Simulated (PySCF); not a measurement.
From computed data to an observable: entropy of an ideal gas

Al(H)(OH)(NH2) (AlH4NO), SMILES [NH2][AlH][OH].

Coordinates come from a TPSSh-D3(BJ)/def2-TZVP optimisation. The values are those of a single conformer.

TPSSh-D3(BJ)/def2-TZVP (PySCF) gives the harmonic wavenumbers 211, 284, 372, 387, 516, 539, 658, 711, 770, 904, 1577, 1960, 3564, 3650, 3897 cm⁻¹ and the rotational temperatures 1.3394, 0.3061, 0.2492 K. The molar mass is 61.02 g/mol, the symmetry number 1, the spin multiplicity 1.

Problem. Work out the entropy at 298.15 K and 1 atm in the rigid-rotor, harmonic-oscillator model.

Solution. 
Translation (Sackur–Tetrode at 1 atm): S = R[1.5 ln M + 2.5 ln T − 1.16487] = 160.0 J/(mol K).
Rotation: q = (√π/σ) T^1.5/√(θA θB θC) = 28500, S = R[ln q + 3/2] = 97.8 J/(mol K).
Vibration: with u = 1.4388 ν/T, each mode gives R[u/(e^u − 1) − ln(1 − e^−u)]:
```json
[
 {"ν (cm⁻¹)": "211", "modes": "1", "u": "1.02", "S (J/(mol K))": "8.51"},
 {"ν (cm⁻¹)": "284", "modes": "1", "u": "1.37", "S (J/(mol K))": "6.32"},
 {"ν (cm⁻¹)": "372", "modes": "1", "u": "1.80", "S (J/(mol K))": "4.48"},
 {"ν (cm⁻¹)": "387", "modes": "1", "u": "1.87", "S (J/(mol K))": "4.23"},
 {"ν (cm⁻¹)": "516", "modes": "1", "u": "2.49", "S (J/(mol K))": "2.59"},
 {"ν (cm⁻¹)": "539", "modes": "1", "u": "2.60", "S (J/(mol K))": "2.37"},
 {"ν (cm⁻¹)": "658", "modes": "1", "u": "3.18", "S (J/(mol K))": "1.51"},
 {"ν (cm⁻¹)": "711", "modes": "1", "u": "3.43", "S (J/(mol K))": "1.23"},
 {"ν (cm⁻¹)": "770", "modes": "1", "u": "3.72", "S (J/(mol K))": "0.98"},
 {"ν (cm⁻¹)": "904", "modes": "1", "u": "4.36", "S (J/(mol K))": "0.58"},
 {"ν (cm⁻¹)": "1577", "modes": "1", "u": "7.61", "S (J/(mol K))": "0.04"},
 {"ν (cm⁻¹)": "1960", "modes": "1", "u": "9.46", "S (J/(mol K))": "0.01"}
]
```
The stiffer modes add less than 0.005 each. Sum 32.8 J/(mol K).
Spin: R ln 1 = 0.0 J/(mol K).
Total 290.6 J/(mol K); the program's own thermochemistry gives 290.6. Translation makes up 55 % and vibration 11 %. Anharmonicity, hindered rotation and orbital degeneracy are left out.
